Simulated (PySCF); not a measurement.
NbBr5, SMILES [Br][Nb]([Br])([Br])([Br])[Br], multiplicity 1.

Geometry optimised at PBE0-D3(BJ)/def2-SVP. The spin state was assumed, not searched. The def2 effective core potentials stand for the cores of Nb; spin–orbit coupling is left out.

Level of theory: PBE/def2-TZVP in PySCF.

Symmetry labels are those of the subgroup C2v that the program uses (full group D3h).

**Question.** List the valence orbital energies around the gap with their symmetry. (An estimate is asked for; the answer gives what the named calculation found.)

**Answer.** 
```json
[
 {"orbital": "HOMO−7", "symmetry": "B1", "energy (eV)": "-8.65"},
 {"orbital": "HOMO−6", "symmetry": "A1", "energy (eV)": "-8.65"},
 {"orbital": "HOMO−5", "symmetry": "B1", "energy (eV)": "-7.93"},
 {"orbital": "HOMO−4", "symmetry": "A1", "energy (eV)": "-7.52"},
 {"orbital": "HOMO−3", "symmetry": "B1", "energy (eV)": "-7.52"},
 {"orbital": "HOMO−2", "symmetry": "B2", "energy (eV)": "-7.44"},
 {"orbital": "HOMO−1", "symmetry": "A2", "energy (eV)": "-7.07"},
 {"orbital": "HOMO", "symmetry": "B2", "energy (eV)": "-7.07"},
 {"orbital": "LUMO", "symmetry": "A2", "energy (eV)": "-4.89"},
 {"orbital": "LUMO+1", "symmetry": "B2", "energy (eV)": "-4.89"},
 {"orbital": "LUMO+2", "symmetry": "A1", "energy (eV)": "-4.07"},
 {"orbital": "LUMO+3", "symmetry": "B1", "energy (eV)": "-4.07"}
]
```
